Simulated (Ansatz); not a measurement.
System: LiCl, charge 0, singlet. LiCl (SMILES [Li][Cl]).
B3LYP-D3(BJ)/def2-TZVP minimum from Ansatz (a program for electronic structure):
```xyz
2

Li     0.0000     0.0000    -1.7146
Cl     0.0000     0.0000     0.3026
```

Total energies in def2-QZVPP, 8 correlated electrons, 6 frozen orbitals. UHF or UKS for unpaired electrons; spin-orbit terms are left out. Correlated methods leave the cores frozen. No relativity.

| method | program | energy (Eh) | minus CCSDT(Q) (mEh) |
|---|---|---|---|
| HF | Ansatz | -467.05540 | 250.53 |
| MP2 | Ansatz | -467.27898 | 26.95 |
| CCSD | Ansatz | -467.29458 | 11.34 |
| CCSD(T) | Ansatz | -467.30501 | 0.92 |
| CCSDT(Q) | Ansatz | -467.30593 | 0.00 |

Rough core times of Ansatz's runs on a shared machine: CCSD(T) under 20 s, CCSDT(Q) 90 s.
